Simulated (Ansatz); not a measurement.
The cluster Al₃O₃⁺, relaxed as a singlet with RKS r2SCAN-D4/def2-SVP in Ansatz, starting from the GFN1-xTB geometry. Force threshold 0.02 eV/Å.

The restricted singlet is unstable towards broken spin symmetry in Hartree–Fock (as tested in another run); at r2SCAN-D4/def2-SVP this wasn't settled. The structure comes from a short search, and lower isomers may exist.

Start:

```xyz
6

Al   -1.774    0.310    0.121
Al    0.627   -1.216   -1.182
Al    1.148    0.904    1.060
O    -1.039   -0.819   -0.961
O     1.606   -0.281   -0.109
O    -0.568    1.102    1.070
```

| step | energy (eV) | largest force component (eV/Å) | SCF passes |
| --- | --- | --- | --- |
| 1 | -25913.8371 | 0.988 | 19 |
| 2 | -25913.9446 | 0.599 | 21 |
| 3 | -25914.0085 | 0.115 | 21 |
| 4 | -25914.0095 | 0.006 | 23 |

Force components are those of the run's own axes.

End:

Cartesian coordinates in Å:
```
Al -1.704 0.298 0.115
Al 0.601 -1.166 -1.133
Al 1.102 0.868 1.018
O -1.086 -0.855 -1.002
O 1.678 -0.293 -0.114
O -0.592 1.148 1.116
```

By distances, no bond broke or formed. The bond that changes most is Al1–O4, from 1.73 to 1.72 Å (atoms count from 1).

No frequencies were taken in this run, so the end may be a saddle point.

Hardware: 4 threads of Arm Neoverse V1 on a shared host. Wall time 6 s.
